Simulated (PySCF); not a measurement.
Sb(H)(Me)2 (C2H7Sb), SMILES [CH3][SbH][CH3]. Geometry optimised at PBE0-D3(BJ)/def2-SVP. The def2 effective core potentials stand for the cores of Sb; spin–orbit coupling is left out.

Method: PBE0-D3(BJ)/def2-SVP run with PySCF.

Harmonic wavenumbers (cm⁻¹): 121, 121, 177, 513, 518, 566, 576, 720, 830, 832, 846, 1213, 1227, 1430, 1431, 1439, 1441, 1934, 3069, 3071, 3187, 3187, 3195, 3196. Rotational constants (GHz): 7.844, 5.599, 3.550; symmetry number 1.

Work out the zero-point energy and the ideal-gas rigid-rotor harmonic-oscillator thermochemistry at 298.15 K and 1 atm.

ZPE = ½ Σ hcν = ½ × 34842 cm⁻¹ = 49.81 kcal/mol. H − E(el) = 54.15 kcal/mol. Entropy in cal/(mol K): translation 40.98, rotation 25.14, vibration 11.72, total 77.84. G − E(el) = 30.94 kcal/mol. Cp = 21.64 cal/(mol K). Modes under 150 cm⁻¹ make the vibrational entropy uncertain.
